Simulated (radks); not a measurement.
Values are calculated unless marked as measured or tabulated.
Question: The mean radii <r> (bohr) of the occupied orbitals of an atom or ion are listed with their occupations. Level of theory: Dirac Kohn-Sham, BP86, spin-unpolarised, spherical densities, finite nucleus; Fermi nuclear charge, rms radius of each element as measured or else 0.836 A^(1/3) + 0.57 fm (a radial shooting solver on a logarithmic mesh with Libxc functionals).

| orbital | occ. | <r> |
|---|---|---|
| 1s1/2 | 2 | 0.01687 |
| 2s1/2 | 2 | 0.07046 |
| 2p1/2 | 2 | 0.05798 |
| 2p3/2 | 4 | 0.06653 |
| 3s1/2 | 2 | 0.1833 |
| 3p1/2 | 2 | 0.1736 |
| 3p3/2 | 4 | 0.1892 |
| 3d3/2 | 4 | 0.1648 |
| 3d5/2 | 6 | 0.1696 |
| 4s1/2 | 2 | 0.4069 |
| 4p1/2 | 2 | 0.4094 |
| 4p3/2 | 4 | 0.4434 |
| 4d3/2 | 4 | 0.4519 |
| 4d5/2 | 6 | 0.4631 |
| 5s1/2 | 2 | 0.9267 |
| 4f5/2 | 6 | 0.4951 |
| 4f7/2 | 8 | 0.5021 |
| 5p1/2 | 2 | 1.001 |
| 5p3/2 | 4 | 1.099 |
| 5d3/2 | 4 | 1.498 |
| 5d5/2 | 5 | 1.561 |
| 6s1/2 | 1 | 2.575 |
| 6d3/2 | 1 | 10.03 |

Name the element and its charge. Open shells, if any, fill j = l - 1/2 first.

Answer: Z = 79, gold, charge 0: Au in [Xe] 4f14 5d9 6s1 6d1. The 1s radius gives Z: for a bare nucleus <r> = (2 gamma + 1)/(2Z) with gamma = sqrt(1 - (Z/c)^2), 0.01667 bohr for Z = 79, and screening makes it slightly larger (0.01687 here). The occupations add up to 79, and the charge is Z minus that.
